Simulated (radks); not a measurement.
Ionisation of the copper ion Cu3+, [Ar] 3d8, to [Ar] 3d7 as the strength of local exchange is varied. Calculated with a radial shooting solver on a logarithmic mesh with Libxc functionals: non-relativistic Kohn-Sham, Slater X-alpha exchange (alpha = 2/3 is LDA exchange), no correlation, spin-polarised, spherical densities, point nucleus; open shells are filled with parallel spins first.

\begin{tabular}{lrrrrr}
alpha & E(Cu3+) (hartree) & exchange (hartree) & IE (eV) & -e of the level emptied (eV) & <r> of it (bohr) \\ \hline
0.562 & -1623.38082 & -50.78373 & 53.911 & 43.786 (3d) & 0.8810 \\
0.587 & -1625.64144 & -53.11625 & 54.573 & 44.404 (3d) & 0.8768 \\
0.633 & -1629.80917 & -57.42429 & 55.808 & 45.557 (3d) & 0.8692 \\
0.667 & -1632.89646 & -60.62197 & 56.733 & 46.423 (3d) & 0.8637 \\
0.743 & -1639.81832 & -67.81106 & 58.839 & 48.401 (3d) & 0.8517 \\
1.045 & -1667.60741 & -96.93960 & 67.728 & 56.824 (3d) & 0.8084 \\
\end{tabular}

NIST Atomic Spectra Database: 57.38 eV (semi-empirical). The Delta-SCF value meets it near alpha = 0.69. Open shells are spherical and high-spin; term and fine-structure splittings are not resolved.
